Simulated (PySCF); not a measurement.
Computed IR spectrum (relative IR intensity) of a molecule C3H7BO2. The structure is a stationary point at PBE0-D3(BJ)/def2-SVP. One conformer was computed; it need not be the lowest. Calculation: PBE0-D3(BJ)/def2-SVP in PySCF. Harmonic, unscaled wavenumbers; measured fundamentals usually lie a few per cent lower.

```json
[
 {"ν (cm⁻¹)": "74", "relative intensity": "2.9"},
 {"ν (cm⁻¹)": "180", "relative intensity": "4.4"},
 {"ν (cm⁻¹)": "211", "relative intensity": "4.8"},
 {"ν (cm⁻¹)": "406", "relative intensity": "2.3"},
 {"ν (cm⁻¹)": "417", "relative intensity": "3.0"},
 {"ν (cm⁻¹)": "522", "relative intensity": "9.7"},
 {"ν (cm⁻¹)": "724", "relative intensity": "4.4"},
 {"ν (cm⁻¹)": "768", "relative intensity": "6.8"},
 {"ν (cm⁻¹)": "851", "relative intensity": "11"},
 {"ν (cm⁻¹)": "984", "relative intensity": "7.3"},
 {"ν (cm⁻¹)": "1086", "relative intensity": "5.7"},
 {"ν (cm⁻¹)": "1173", "relative intensity": "12"},
 {"ν (cm⁻¹)": "1198", "relative intensity": "8.6"},
 {"ν (cm⁻¹)": "1313", "relative intensity": "82"},
 {"ν (cm⁻¹)": "1379", "relative intensity": "23"},
 {"ν (cm⁻¹)": "1418", "relative intensity": "30"},
 {"ν (cm⁻¹)": "1433", "relative intensity": "91"},
 {"ν (cm⁻¹)": "1443", "relative intensity": "2.5"},
 {"ν (cm⁻¹)": "1465", "relative intensity": "2.4"},
 {"ν (cm⁻¹)": "1479", "relative intensity": "7.9"},
 {"ν (cm⁻¹)": "1514", "relative intensity": "92"},
 {"ν (cm⁻¹)": "1833", "relative intensity": "45"},
 {"ν (cm⁻¹)": "2850", "relative intensity": "100"},
 {"ν (cm⁻¹)": "3045", "relative intensity": "23"},
 {"ν (cm⁻¹)": "3125", "relative intensity": "3.8"},
 {"ν (cm⁻¹)": "3136", "relative intensity": "11"},
 {"ν (cm⁻¹)": "3170", "relative intensity": "11"}
]
```

Identify the compound among the candidates.
A) C[C@H]1OCB1O
B) OB(O)C1CC1
C) CB(C)OC=O
D) COB(C)C=O

D, COB(C)C=O
